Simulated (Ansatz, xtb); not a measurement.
## A geometry optimisation of CH2BrF3Si with r2SCAN-D4/def2-SVP

The starting geometry of this gas-phase singlet was built from a drawn formula by distance geometry and a force field; its bonds are those of `[CH2+][Si-](F)(F)(F)Br`.

```xyz
8

C     0.0866   -1.8997    0.8224
Br   -1.2864    1.7072    1.4814
F    -0.1981    0.0188   -0.2818
F    -1.0702   -0.7629    2.4388
F     1.4128    0.2024    1.9386
Si   -0.0554   -0.1701    1.3481
H    -0.7676   -2.3623    0.3899
H     1.0659   -2.3797    1.0275
```

**Question.** Where would you expect an optimisation with r2SCAN-D4/def2-SVP to take it?

**Answer.** It rearranges to `FC[Si](F)(F)Br`. Contacts that open: F3–Si6 (1.65 → 2.68 Å). Contacts that close: C1–F3 (2.23 → 1.38 Å).

The energy falls by 2.89 eV over 20 steps:

```csv
step,E − E(last) (eV)
1,2.890
3,2.327
5,2.005
7,1.477
9,0.458
12,0.054
14,0.013
16,0.001
18,0.000
20,0.000
```

Final geometry (Å):

```xyz
8

C     0.0188   -1.4633    0.4727
Br   -1.4215    1.5057    1.1559
F     0.4977   -0.8814   -0.6882
F    -0.7961   -0.8612    3.1072
F     1.2825    0.4137    2.2342
Si   -0.1575   -0.1597    1.8050
H    -0.9548   -1.9469    0.2717
H     0.7186   -2.2531    0.8062
```

From the same start GFN2-xTB ends elsewhere, in pieces: CH2F3Si + Br.

The end wasn't checked by frequencies. Run with Ansatz 0.2.0, 65 s on 2 threads of Intel(R) Xeon(R) Platinum 8488C (Sapphire Rapids) (shared host).
